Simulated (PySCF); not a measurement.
Bonds: Si1-O2 1.647 Å, Si1-O3 1.649 Å, Si1-O4 1.652 Å, Si1-S5 2.131 Å, S5-Si6 2.160 Å. O2 carries H7; O3 carries H8; O4 carries H9; Si6 carries H10, H11, H12.

- PBE0-D3(BJ)/def2-SVP geometry
- NMR shieldings at KT2/pcSseg-1/GIAO
- program: PySCF
- gas phase, one computed conformer, no relativistic terms, one averaged value for each set of equivalent atoms

Chemical shifts δ = σref − σ; $^{1}$H, $^{29}$Si against TMS; $^{17}$O against H2O; $^{33}$S vs CS2, all at this level.

```
      atoms    nucleus  count  δ (ppm)
H10/H11/H12    $^{1}$H      3     4.65
   O2/O3/O4   $^{17}$O      3        ?
   H7/H8/H9    $^{1}$H      3     2.13
         S5   $^{33}$S      1     -254
        Si6  $^{29}$Si      1    -54.5
        Si1  $^{29}$Si      1        ?
```

**Question.** Fill in the missing shifts.

**Answer.** 
- Si1: -31.9 ppm, silicon bonded to 3 O, S
- O2/O3/O4: 80.4 ppm, oxygen bonded to Si, H

OH and NH positions are those of a molecule without intermolecular hydrogen bonds; in solution they move with solvent, concentration and temperature, and exchange usually removes their couplings. The averaged O atoms aren't alike in the static structure (σ from 232 to 262 ppm); the average presumes fast exchange among these sites. Experimental scales use liquid or dissolved standards, which lie at an offset from isolated H2O (liquid H2O: subtract about 36 ppm).
